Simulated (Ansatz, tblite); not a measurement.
Forces on the cluster Si3O6 at its PBE0-D4/def2-SVP geometry. Charge 0, multiplicity 1.

The xTB rows come from tblite. Another isomer (singlet) lies 1.04 eV lower at PBE0-D4/def2-TZVP; other spin states weren't run for this one.

GFN1-xTB (tblite), largest force 0.80 eV/Å:

```xyz
9
positions Å, forces eV/Å
Si   -0.951    0.952   -1.131   -0.201    0.201   -0.239
Si    0.644   -1.561   -0.489    0.136   -0.329   -0.103
Si    0.306    0.608    1.620    0.065    0.129    0.342
O    -0.262   -0.520   -1.384   -0.016   -0.034   -0.091
O     1.199   -2.904   -0.911   -0.295    0.714    0.224
O    -0.551    1.333    0.418   -0.036    0.088    0.027
O     0.570    1.132    3.015   -0.140   -0.279   -0.741
O    -1.769    1.772   -2.105    0.434   -0.436    0.517
O     0.813   -0.813    0.966    0.053   -0.054    0.064
```

GFN2-xTB (tblite), largest force 1.39 eV/Å:

```
Si -0.267 0.268 -0.317
Si 0.181 -0.438 -0.137
Si 0.086 0.171 0.455
O 0.080 0.157 0.417
O -0.510 1.236 0.388
O 0.167 -0.402 -0.126
O -0.243 -0.482 -1.283
O 0.752 -0.755 0.896
O -0.245 0.244 -0.291
```

PBE-D4/def2-TZVP (Ansatz), largest force 0.74 eV/Å:

```
Si 0.400 -0.400 0.476
Si -0.271 0.656 0.206
Si -0.129 -0.255 -0.681
O -0.063 -0.125 -0.333
O 0.124 -0.299 -0.094
O -0.132 0.320 0.100
O 0.059 0.117 0.311
O -0.183 0.182 -0.217
O 0.195 -0.196 0.232
```
